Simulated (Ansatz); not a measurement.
Species: WF (charge 0, sextet). The spin state was set by rule; other spins were not relaxed. 
Coordinates optimised at B3LYP-D3(BJ)/def2-TZVP (Ansatz, a program for electronic structure):
```
W
F 1 1.9052
```
Charge 0, spin multiplicity 6.

Basis-set convergence of Hartree-Fock and CCSD correlation energies (hartree) with Ansatz. Cores are frozen in the correlated levels unless marked. Open shells are spin-unrestricted. Spin-orbit coupling is left out. The frozen core is the preceding noble-gas configuration, with the filled d and f shells of earlier blocks. Past Kr the def2 sets carry scalar-relativistic core potentials.

| basis | functions | E(HF) | E(corr, CCSD) |
|---|---|---|---|
| def2-SVP | 46 | -165.75332 | -0.26284 |
| def2-TZVPP | 87 | -165.89728 | -0.34937 |
| def2-QZVPP | 138 | -165.90358 | -0.37697 |

Extrapolating the two largest sets (X = 3 and 4) as X^-3: E(corr) = (64·(-0.37697) - 27·(-0.34937))/37 = -0.3971 Eh, an estimate of the basis-set limit. The largest set recovers 94.9 % of it, the smallest 66.2 %.
